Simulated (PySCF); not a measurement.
**Static response to an electric field**

Species: C2H10O2SSi2.
Geometry (GFN2-xTB, Å), atoms numbered from 1 in this order:
```
atom  x, y, z in Å
C1    -1.8816    0.9175    0.8113
O2    -1.4081   -0.3209    0.3454
C3    -1.2806   -0.3755   -1.0434
S4    -0.4772   -1.9398   -1.4515
Si5    0.9088   -1.9035    0.1964
O6     1.6418   -0.4696    0.2559
Si7    2.2099    1.0338    0.0437
H8    -1.9349    0.8392    1.8948
H9    -1.1992    1.7295    0.5320
H10   -2.8777    1.1329    0.4075
H11   -0.6576    0.4503   -1.4173
H12   -2.2565   -0.3491   -1.5453
H13    1.9035   -2.8882   -0.1902
H14    0.2412   -2.1128    1.4650
H15    1.8780    1.4695   -1.3144
H16    3.6483    0.9339    0.2586
H17    1.5348    1.8649    1.0406
```

Level: CAM-B3LYP/def2-SVPD (PySCF), static field, nuclei fixed, core orbitals frozen in the response. The polarisability tensor in these axes (au):

```
x   106.47  -3.52   3.85
y    -3.52 104.69   5.30
z     3.85   5.30  96.77
```

Problem. Give the principal values, the mean and the anisotropy Δα = √{½[(α1 − α2)² + (α2 − α3)² + (α1 − α3)²]}.

Solution. Principal values 92.32, 106.39 and 109.21 au; mean 102.64 au = 15.21 Å³ = 16.92 × 10⁻⁴⁰ C²·m²/J; Δα = 15.68 au (15 % of the mean).

Problem. What is the dipole moment, and where does it point?

Solution. (-0.52, 2.58, 0.66) D, 2.71 D in size, pointing from the negative to the positive side. Measured along this direction, the outermost atoms are H13 at the negative end and H9 at the positive end.

Problem. Form Σ f/ω² (atomic units) for the 8 lowest TDDFT singlets, given as eV and f, and set it beside the mean polarisability, which is this sum over all singlets: 5.76, 0.0023; 6.38, 0.0148; 6.70, 0.0377; 7.17, 0.0322; 7.23, 0.0042; 7.37, 0.0094; 7.45, 0.0056; 7.49, 0.0178.

Solution. They add up to 1.90 au, 1.9 % of the 102.64 au; the largest single term is 0.62 au, from the state at 6.70 eV. Terms in order: 0.05, 0.27, 0.62, 0.46, 0.06, 0.13, 0.07, 0.23 au. Higher excitations give the rest. The strengths listed sum to 0.124.

Problem. What would n − 1 = 2πNα be for an ideal gas of these molecules at 400 K and 1 atm, electronic part alone?

Solution. N = p/kT = 1.8347 × 10¹⁹ cm⁻³, so n − 1 = 2π × N × 15.21 × 10⁻²⁴ cm³ = 1753 × 10⁻⁶ at long wavelengths.

Problem. In a dilute gas of rigid molecules at 400 K, how does the orientational term μ²/3kT compare with the electronic polarisability?

Solution. In Gaussian units μ²/3kT = 44.27 Å³ against 15.21 Å³, a ratio of 2.91; the Debye molar polarisation (4π/3)N_A(α + μ²/3kT) is 150.0 cm³/mol, leaving out the vibrational part.

The structure is a single GFN2-xTB conformer in the gas phase; no vibrational or solvent corrections.
